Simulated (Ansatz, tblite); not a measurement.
Forces on the cluster Ta2S2⁺ at its r2SCAN-D4/def2-SVP geometry. Charge 1, multiplicity 2.

In the def2 sets Ta takes a core potential; there is no spin–orbit coupling. The xTB rows come from tblite. The structure comes from a short search, and lower isomers may exist.

GFN1-xTB (tblite), largest force 17.12 eV/Å:

```xyz
4
positions Å, forces eV/Å
Ta    0.553    1.039    0.536    8.604    9.157   11.627
Ta   -0.628   -0.079   -1.128   -8.749   -7.259  -12.800
S     1.497   -0.852   -0.491    0.995   -1.182    0.089
S    -1.422   -0.109    1.084   -0.851   -0.716    1.084
```

GFN2-xTB (tblite), largest force 14.74 eV/Å:

```
Ta 7.405 7.935 9.979
Ta -7.537 -6.199 -11.053
S 1.973 -1.352 -0.491
S -1.841 -0.385 1.565
```

PBE-D4/def2-TZVP (Ansatz), largest force 0.20 eV/Å:

```
Ta 0.100 0.003 0.175
Ta -0.083 -0.167 -0.077
S -0.115 0.112 0.008
S 0.097 0.053 -0.106
```
